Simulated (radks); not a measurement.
All-electron atom: S3+ in [Ne] 3s2 3p1 (the NIST ground configuration). All-electron calculation, scalar-relativistic Kohn-Sham, r2SCAN, spin-unpolarised, spherical densities, finite nucleus; meta-GGA in the generalised Kohn-Sham scheme; Fermi nuclear charge, rms radius 3.2611 fm. Program: a radial shooting solver on a logarithmic mesh with Libxc functionals.

Radial electron density D(r) = 4 pi r^2 rho(r):

r (bohr)  D(r) (e/bohr)
0.005656         0.9310
0.00719           1.428
0.009067          2.132
0.01153           3.175
0.01465           4.628
0.01848           6.494
0.02349           8.918
0.02986           11.73
0.03766           14.54
0.04788           17.00
0.06086           18.33
0.07676           18.00
0.09758           16.06
0.124             13.47
0.1564            11.98
0.1989            12.75
0.2528            15.43
0.3188            17.52
0.4053            16.63
0.5111            12.47
0.6498            7.072
0.826             3.475
1.042             2.466
1.324             2.464
1.684             1.979
2.123             1.048
2.699            0.3198
3.431           0.05194
4.327          0.004488
5.501         0.0001534

D(r) has 3 maxima, at r = 0.0654, 0.340, 1.26 bohr, and minima at 0.164, 1.10 bohr, inside which lie 2.18, 10.48 electrons.
